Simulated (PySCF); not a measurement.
IIn, singlet, at a GFN2-xTB geometry (such geometries of metal compounds can be far from the true shape) (core potentials on I, In), with bond 2-1 at 1.4 times its length; CASSCF(4,3)/def2-SVP in PySCF.

Input for PySCF:
```python
from pyscf import gto, scf, mcscf
import numpy

mol = gto.M(
    atom='''
In   -0.00000000   -0.00000000   -1.44929866
I     0.00000000    0.00000000    2.45560415
''',
    basis='def2-svp',
    ecp={'I': 'def2-svp', 'In': 'def2-svp'},
    verbose=4,
)

mf = scf.RHF(mol)
mf.kernel()
mc = mcscf.CASSCF(mf, 3, 4)
mc.fix_spin_(ss=0.0)
mc.kernel()
occ = numpy.linalg.eigvalsh(mc.fcisolver.make_rdm1(mc.ci, mc.ncas, mc.nelecas))[::-1]
ss = mc.fcisolver.spin_square(mc.ci, mc.ncas, mc.nelecas)[0]
print('natural occupations', occ.round(4), ' <S^2>', round(ss, 4))
```

### Question
Predict the main parts of the log of this PySCF run.

### Answer

```
PySCF version 2.14.0

[INPUT] verbose = 4
[INPUT] num. atoms = 2
[INPUT] num. electrons = 46
[INPUT] charge = 0
[INPUT] spin (= nelec alpha-beta = 2S) = 0
[INPUT] symmetry False subgroup None
[INPUT] Mole.unit = angstrom
[INPUT] Symbol           X                Y                Z      unit          X                Y                Z       unit  Magmom
[...]
nuclear repulsion = 71.1459540098003
number of shells = 20
number of NR pGTOs = 122
number of NR cGTOs = 52
basis = def2-svp
ecp = {'I': 'def2-svp', 'In': 'def2-svp'}

******** <class 'pyscf.scf.hf.RHF'> ********
method = RHF
initial guess = minao
damping factor = 0
level_shift factor = 0
DIIS = <class 'pyscf.scf.diis.CDIIS'>
diis_start_cycle = 1
diis_space = 8
diis_damp = 0
SCF conv_tol = 1e-09
SCF conv_tol_grad = None
SCF max_cycles = 50
direct_scf = True
direct_scf_tol = 1e-13
Set gradient conv threshold to 3.16228e-05
Initial guess from minao.
init E= -432.027957590972
[...]
cycle= 1 E= -484.71929077275  delta_E= -52.7  |g|= 2.36  |ddm|= 13.8
[...]
cycle= 2 E= -481.894607233619  delta_E= 2.82  |g|= 2.19  |ddm|=    6
[...]
cycle= 3 E= -485.582048313628  delta_E= -3.69  |g|= 0.814  |ddm|= 4.48
[...]
cycle= 4 E= -485.864465129688  delta_E= -0.282  |g|= 0.227  |ddm|= 1.57
[...]
cycle= 5 E= -485.901275463399  delta_E= -0.0368  |g|= 0.048  |ddm|= 0.625
[...]
cycle= 6 E= -485.903705715455  delta_E= -0.00243  |g|= 0.0151  |ddm|= 0.168
[...]
cycle= 7 E= -485.904055028814  delta_E= -0.000349  |g|= 0.00449  |ddm|= 0.0654
[...]
cycle= 8 E= -485.904102783693  delta_E= -4.78e-05  |g|= 0.00124  |ddm|= 0.0263
[...]
cycle= 9 E= -485.904107399687  delta_E= -4.62e-06  |g|= 0.000354  |ddm|= 0.00809
[...]
cycle= 10 E= -485.904107844458  delta_E= -4.45e-07  |g|= 5.65e-05  |ddm|= 0.00283
[...]
cycle= 11 E= -485.904107849885  delta_E= -5.43e-09  |g|= 1.04e-05  |ddm|= 0.000317
[...]
cycle= 12 E= -485.904107849995  delta_E= -1.1e-10  |g|= 2.15e-06  |ddm|= 5.09e-05
[...]
Extra cycle  E= -485.904107849998  delta_E= -3.07e-12  |g|= 7.09e-07  |ddm|= 8.24e-06
converged SCF energy = -485.904107849998

******** <class 'pyscf.mcscf.mc1step.CASSCF'> ********
CAS (2e+2e, 3o), ncore = 21, nvir = 28
max_cycle_macro = 50
max_cycle_micro = 4
conv_tol = 1e-07
conv_tol_grad = None
orbital rotation max_stepsize = 0.02
orbital rotation threshold for CI restart = 0.01
augmented hessian ah_max_cycle = 30
augmented hessian ah_conv_tol = 1e-12
augmented hessian ah_linear dependence = 1e-14
augmented hessian ah_level shift = 1e-08
augmented hessian ah_start_tol = 2.5
augmented hessian ah_start_cycle = 3
augmented hessian ah_grad_trust_region = 3
kf_trust_region = 3
kf_interval = 4
ci_response_space = 4
ci_grad_trust_region = 3
with_dep4 0
natorb = False
canonicalization = True
sorting_mo_energy = False
ao2mo_level = 2
internal_rotation = False
******** <class 'pyscf.fci.addons.SpinPenaltyFCISolver'> ********
max. cycles = 50
conv_tol = 1e-08
davidson only = True
linear dependence = 1e-12
level shift = 0.001
max iter space = 12
nroots = 1
pspace_size = 400
spin = None
CASCI E = -485.904131089920  S^2 = 0.0000000
Set conv_tol_grad to 0.000316228
macro iter   1 ( 21 JK    4 micro), CASSCF E = -485.904634189239  dE = -5.03099318e-04  S^2 = 0.0000000
               |grad[o]|=0.000281  |grad[c]|=0.00484  |ddm|=0.00915  |maxRot[o]|=0.233
macro iter   2 ( 21 JK    4 micro), CASSCF E = -485.905781347169  dE = -1.14715793e-03  S^2 = 0.0000000
               |grad[o]|=0.00443  |grad[c]|=0.00336  |ddm|=0.00272  |maxRot[o]|=0.312
macro iter   3 ( 21 JK    4 micro), CASSCF E = -485.906685990523  dE = -9.04643354e-04  S^2 = 0.0000000
               |grad[o]|=0.0038  |grad[c]|=0.00108  |ddm|=0.00422  |maxRot[o]|= 0.31
macro iter   4 ( 21 JK    4 micro), CASSCF E = -485.907088101694  dE = -4.02111171e-04  S^2 = 0.0000000
               |grad[o]|=0.00247  |grad[c]|=0.00124  |ddm|=0.00151  |maxRot[o]|=0.189
macro iter   5 ( 21 JK    4 micro), CASSCF E = -485.907922735276  dE = -8.34633583e-04  S^2 = 0.0000000
[...]
macro iter  24 (  3 JK    1 micro), CASSCF E = -485.909823470963  dE = -1.42239350e-06  S^2 = 0.0000000
               |grad[o]|=0.000139  |grad[c]|=0.00102  |ddm|=0.00013  |maxRot[o]|=0.00762
macro iter  25 (  3 JK    1 micro), CASSCF E = -485.909825250529  dE = -1.77956565e-06  S^2 = 0.0000000
               |grad[o]|=0.000151  |grad[c]|=0.00114  |ddm|=0.000145  |maxRot[o]|=0.00871
macro iter  26 (  3 JK    1 micro), CASSCF E = -485.909827429635  dE = -2.17910679e-06  S^2 = 0.0000000
               |grad[o]|=0.000171  |grad[c]|=0.00126  |ddm|=0.000159  |maxRot[o]|=0.00949
macro iter  27 (  3 JK    1 micro), CASSCF E = -485.909830025416  dE = -2.59578024e-06  S^2 = 0.0000000
               |grad[o]|=0.000185  |grad[c]|=0.00137  |ddm|=0.000173  |maxRot[o]|=0.0105
macro iter  28 (  3 JK    1 micro), CASSCF E = -485.909833014731  dE = -2.98931553e-06  S^2 = 0.0000000
               |grad[o]|=0.000203  |grad[c]|=0.00146  |ddm|=0.000183  |maxRot[o]|=0.0112
macro iter  29 (  3 JK    1 micro), CASSCF E = -485.909836320075  dE = -3.30534374e-06  S^2 = 0.0000000
               |grad[o]|=0.000213  |grad[c]|=0.00153  |ddm|=0.00019  |maxRot[o]|=0.0119
macro iter  30 (  3 JK    1 micro), CASSCF E = -485.909839806851  dE = -3.48677651e-06  S^2 = 0.0000000
               |grad[o]|=0.000222  |grad[c]|=0.00156  |ddm|=0.000192  |maxRot[o]|=0.0121
macro iter  31 (  3 JK    1 micro), CASSCF E = -485.909843294109  dE = -3.48725746e-06  S^2 = 0.0000000
               |grad[o]|=0.000224  |grad[c]|=0.00155  |ddm|=0.000189  |maxRot[o]|=0.0122
macro iter  32 (  3 JK    1 micro), CASSCF E = -485.909846582215  dE = -3.28810586e-06  S^2 = 0.0000000
               |grad[o]|=0.000221  |grad[c]|=0.00149  |ddm|=0.00018  |maxRot[o]|=0.0119
macro iter  33 (  3 JK    1 micro), CASSCF E = -485.909849496808  dE = -2.91459281e-06  S^2 = 0.0000000
               |grad[o]|=0.000211  |grad[c]|=0.00139  |ddm|=0.000166  |maxRot[o]|=0.0112
macro iter  34 (  3 JK    1 micro), CASSCF E = -485.909851923486  dE = -2.42667886e-06  S^2 = 0.0000000
               |grad[o]|=0.000196  |grad[c]|=0.00126  |ddm|=0.000149  |maxRot[o]|=0.0102
macro iter  35 (  3 JK    1 micro), CASSCF E = -485.909853824442  dE = -1.90095523e-06  S^2 = 0.0000000
               |grad[o]|=0.000174  |grad[c]|=0.00111  |ddm|=0.000129  |maxRot[o]|=0.00912
macro iter  36 (  3 JK    1 micro), CASSCF E = -485.909855231133  dE = -1.40669141e-06  S^2 = 0.0000000
               |grad[o]|=0.000152  |grad[c]|=0.000946  |ddm|=0.000109  |maxRot[o]|=0.00782
macro iter  37 (  3 JK    1 micro), CASSCF E = -485.909856220050  dE = -9.88916497e-07  S^2 = 0.0000000
               |grad[o]|=0.000128  |grad[c]|=0.000788  |ddm|=8.99e-05  |maxRot[o]|=0.0066
macro iter  38 (  3 JK    1 micro), CASSCF E = -485.909856884939  dE = -6.64889853e-07  S^2 = 0.0000000
               |grad[o]|=0.000107  |grad[c]|=0.000642  |ddm|=7.26e-05  |maxRot[o]|=0.00539
macro iter  39 (  3 JK    1 micro), CASSCF E = -485.909857315458  dE = -4.30518696e-07  S^2 = 0.0000000
               |grad[o]|=8.59e-05  |grad[c]|=0.000514  |ddm|=5.77e-05  |maxRot[o]|=0.00437
macro iter  40 (  3 JK    1 micro), CASSCF E = -485.909857585709  dE = -2.70251178e-07  S^2 = 0.0000000
               |grad[o]|=6.89e-05  |grad[c]|=0.000406  |ddm|=4.53e-05  |maxRot[o]|=0.00344
macro iter  41 (  3 JK    1 micro), CASSCF E = -485.909857751202  dE = -1.65492452e-07  S^2 = 0.0000000
               |grad[o]|=5.37e-05  |grad[c]|=0.000317  |ddm|=3.58e-05  |maxRot[o]|=0.00272
macro iter  42 (  3 JK    1 micro), CASSCF E = -485.909857850456  dE = -9.92545779e-08  S^2 = 0.0000000
               |grad[o]|=4.27e-05  |grad[c]|=0.000245  |ddm|=2.78e-05  |maxRot[o]|=0.00209
1-step CASSCF converged in  42 macro (338 JK  78 micro) steps
CASSCF canonicalization
Density matrix diagonal elements [1.99727374 1.99457095 0.00815531]
CASSCF energy = -485.909857850456
CASCI E = -485.909857850456  E(CI) = -3.18092613885909  S^2 = 0.0000000
natural occupations [1.9983 1.9936 0.0081]  <S^2> 0.0
```
